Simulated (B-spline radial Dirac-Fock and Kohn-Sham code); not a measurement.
# Dipole and non-dipole photoemission parameters of Ne 2p1/2

System: neutral neon in the configuration [He] 2s2 2p6; threshold 18.97 eV (orbital energy of the model). The computed values come from a B-spline atomic structure program: Dirac-Hartree-Slater photoionisation with a Latter tail; cross sections with all multipoles, angular parameters from the dipole term and its interference with E2.

Input file task.json (cfg lists n, l and occupation; rrms is the nuclear radius in fm):

```json
{"items": [{
  "Z": 10,
  "q": 0,
  "cfg": [[1, 0, 2], [2, 0, 2], [2, 1, 6]],
  "A": 20,
  "rrms": 3.0055,
  "do": "xps",
  "hv": [57.5, 60, 60.6, 72.4, 80, 98.9, 125.0, 167.0, 202.0, 493.0, 573.0, 663.0, 893.0, 1253.6, 1270.0, 1486.9, 1720.0, 2310.0, 2600.0, 4000, 4240.0, 5300.0, 5310.0, 6000, 6750.0, 8047.8, 8390.0, 9060.0, 11900.0, 12000],
  "edges": {"K": 870.2}
}]}
```

Run with: `python xray2_run.py task.json out`

For linearly polarised light dσ/dΩ = σ/(4π) [1 + β P₂(cos θ) + (δ + γ cos²θ) sin θ cos φ], with θ from the polarisation vector and φ the angle between the beam and the projection of the electron momentum on the plane normal to the polarisation.

```
hν (eV)    σ (kb)      β      γ      δ
   57.5      2370  1.246  0.025  0.009
     60      2280  1.268  0.027  0.009
   60.6      2260  1.273  0.027  0.009
   72.4      1850  1.352  0.037  0.009
     80      1610  1.387  0.043  0.009
   98.9      1120  1.444  0.059  0.010
    125       687  1.480  0.083  0.011
    167         ?      ?      ?      ?
    202       216  1.471  0.153  0.014
    493      17.1  1.212  0.318  0.030
    573      10.8  1.147  0.349  0.034
    663      6.80  1.080  0.378  0.040
    893      2.59  0.940  0.435  0.054
 1253.6     0.828  0.777  0.491  0.075
   1270     0.792  0.771  0.493  0.076
 1486.9     0.460  0.700  0.518  0.088
   1720     0.277  0.637  0.541  0.100
   2310    0.0969  0.523  0.588  0.128
   2600    0.0632  0.482  0.609  0.141
   4000    0.0128  0.351  0.701  0.194
   4240    0.0103  0.335  0.715  0.203
   5300   0.00439  0.276  0.770  0.237
   5310   0.00436  0.276  0.770  0.237
   6000   0.00271  0.245  0.799  0.257
   6750   0.00171  0.218  0.827  0.278
 8047.8  0.000858  0.181  0.868  0.311
   8390  0.000727  0.173  0.878  0.319
   9060  0.000537  0.159  0.898  0.334
  11900  0.000181  0.115  0.975  0.393
  12000  0.000175  0.114  0.978  0.395
```

Problem. Give the values at 167 eV.

Solution. σ = 348 kb, β = 1.488, γ = 0.122, δ = 0.013.
